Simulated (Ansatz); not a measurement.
Caution: the highest occupied level lies above zero, a sign of self-interaction error and of too few diffuse functions. This triplet lies within 0.05 eV of the relaxed singlet at the level frozen-core CCSD(T)/aug-cc-pVTZ // PBE-D3(BJ)/def2-SVPD (Ansatz, a quantum-chemistry and plane-wave program).

Species: C2H2B, SMILES `[BH-]C#C` (near-degenerate triplet) (charge -1, multiplicity 3).

Task: Give a relaxed geometry from PBE-D3(BJ)/def2-SVPD (Ansatz).

Result: the end point of this relaxation (outside a Z-matrix the atoms follow the SMILES, hydrogens last).
Bond lengths (Å): B1–C2 1.442, B1–H4 1.211, C2–C3 1.288, C3–H5 1.094. Angles (°): C2–B1–H4 143.1, B1–C2–C3 174.1, C2–C3–H5 144.3.
